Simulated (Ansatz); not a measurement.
C₃H₄Se (`C=CC=[Se]`). The species carries charge 0 and has multiplicity 1. Correlated methods include outer-core shells of Se, which these sets cover unevenly. Scalar relativity is left out up to krypton.

```xyz
8

C    -0.902   -0.300   -0.818
C    -0.368   -0.103    0.391
C     0.992    0.323    0.641
Se    2.254    0.680   -0.538
H    -0.313   -0.143   -1.715
H    -1.931   -0.620   -0.929
H    -0.981   -0.267    1.274
H     1.249    0.431    1.694
```

(1) Give the diagnostics of a CCSD(T)/def2-TZVPP run (frozen core, Ansatz 0.2.0). (An estimate is asked.)

Answers

(1) The calculation gave: T1 = 0.0176, largest single amplitude 0.071, largest double 0.123, (T) share of the correlation energy 4.7 %, 11 CCSD cycles. The RHF solution is unstable towards an unrestricted one. T1 lies under the customary mark of 0.02 for closed shells.
